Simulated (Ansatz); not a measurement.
Total energies of the cluster Si3Ge from Ansatz at PBE0-D4/def2-TZVP, gas phase (1 Eh = 27.2114 eV = 2625.5 kJ/mol). The reference geometry is relaxed at r2SCAN-D4/def2-SVP.

Cartesian coordinates in Å:
```
Si 0.3877 0.4102 -1.0664
Si 1.0230 1.4668 0.8969
Si -0.3727 -0.3750 1.0848
Ge -1.0380 -1.5020 -0.9153
```

| state | geometry | energy (Eh) |
| --- | --- | --- |
| charge 0 singlet | reference | -2944.84245 |
| charge 1 doublet | reference | -2944.54589 |
| charge 0 triplet | relaxed at r2SCAN-D4/def2-SVP | -2944.81398 |
| charge 0 quintet | relaxed at r2SCAN-D4/def2-SVP | -2944.74283 |
| free Si atom (triplet) | – | -289.24943 |
| free Ge atom (triplet) | – | -2076.65516 |

**Question.** Work out the vertical ionisation energy to the doublet.

**Answer.** E(charge 1 doublet) − E(charge 0 singlet) = -2944.54589 − (-2944.84245) = 0.29656 Eh = 8.07 eV. For comparison, −ε of the highest occupied level is 6.34 eV at this level, 1.73 eV less.

**Question.** Which of the charge 0 states is lowest, and how far above it are the others?

**Answer.** The singlet. triplet: -2944.81398 − (-2944.84245) = 0.02847 Eh = 74.7 kJ/mol; quintet: -2944.74283 − (-2944.84245) = 0.09962 Eh = 261.6 kJ/mol.

**Question.** What is the binding energy per atom against free atoms?

**Answer.** Atoms: 3 × (-289.24943) + 1 × (-2076.65516) = -2944.40345 Eh. Binding: -2944.40345 − (-2944.84245) = 0.43900 Eh = 11.95 eV, or 2.99 eV for each of 4 atoms (no zero-point energy, no counterpoise term).

The structure comes from a short search, and lower isomers may exist.
